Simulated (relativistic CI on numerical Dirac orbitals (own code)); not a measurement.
**Transition arrays of Ba XIII**

Computed by Dirac-Coulomb-Breit CI, orbitals from a KLI potential per configuration, QED by a radiative potential, valence Slater integrals scaled by 0.9, whole transition arrays (own radial code, finite nucleus).

Configuration list (outside the closed core [Ar] 3d10 4s2): 4p⁶4d⁸, 4p⁶4d⁷4f, 4p⁵4d⁹, 4p⁶4d⁷5p, 4p⁶4d⁷5f. Levels of other configurations are missing.

All E1 lines from the levels of 4p⁶4d⁸; mean and standard deviation are weighted by gf, and upper levels are sorted by their leading configuration.

| Upper configuration | Lines | Σgf | Mean (eV) | Mean (nm) | σ (eV) | Strongest line (nm) |
| --- | --- | --- | --- | --- | --- | --- |
| 4p⁶4d⁷4f | 737 | 430.7 | 128.88 | 9.620 | 2.43 | 9.583 |
| 4p⁵4d⁹ | 38 | 0.9 | 91.23 | 13.590 | 1.83 | 13.466 |
| 4p⁶4d⁷5p | 472 | 66.6 | 120.40 | 10.297 | 4.56 | 9.633 |
| 4p⁶4d⁷5f | 721 | 0.2 | 185.87 | 6.670 | 3.98 | 6.639 |

Σgf per state of the lower configuration in bins of 0.05 nm over the central range (centre: value): 9.275: 0.05, 9.325: 0.06, 9.375: 0.56, 9.425: 0.14, 9.475: 0.37, 9.525: 0.26, 9.575: 1.38, 9.625: 3.49, 9.675: 2.03, 9.725: 0.28, 9.775: 0.76, 9.825: 0.09, 9.875: 0.11, 9.925: 0.04, 9.975: 0.07, 10.03: 0.05, 10.28: 0.04, 10.33: 0.12, 10.43: 0.14, 10.48: 0.09, 10.53: 0.19, 10.58: 0.10, 10.63: 0.19.

Task: How do configuration mixing and the scaling of the Slater integrals move the arrays?

Result: Slater scale 0.9, no configuration mixing: 4p⁶4d⁷4f 126.5 ± 4.3 eV (Σgf 382.9), 4p⁵4d⁹ 107.4 ± 7.9 eV (Σgf 47.7), 4p⁶4d⁷5p 117.9 ± 2.2 eV (Σgf 46.8), 4p⁶4d⁷5f 186.9 ± 2.5 eV (Σgf 6.3); Slater scale 1: 4p⁶4d⁷4f 131.6 ± 2.5 eV (Σgf 437.1), 4p⁵4d⁹ 90.0 ± 2.0 eV (Σgf 0.8), 4p⁶4d⁷5p 121.6 ± 5.8 eV (Σgf 69.6), 4p⁶4d⁷5f 185.7 ± 3.9 eV (Σgf 0.4); Slater scale 0.8: 4p⁶4d⁷4f 126.0 ± 2.3 eV (Σgf 406.3), 4p⁵4d⁹ 128.1 ± 7.5 eV (Σgf 23.7), 4p⁶4d⁷5p 118.9 ± 2.9 eV (Σgf 58.8), 4p⁶4d⁷5f 186.4 ± 4.0 eV (Σgf 0.2). With mixing, levels are counted to their leading configuration, so an array can shrink or vanish into another, and the sums then hold other lines.
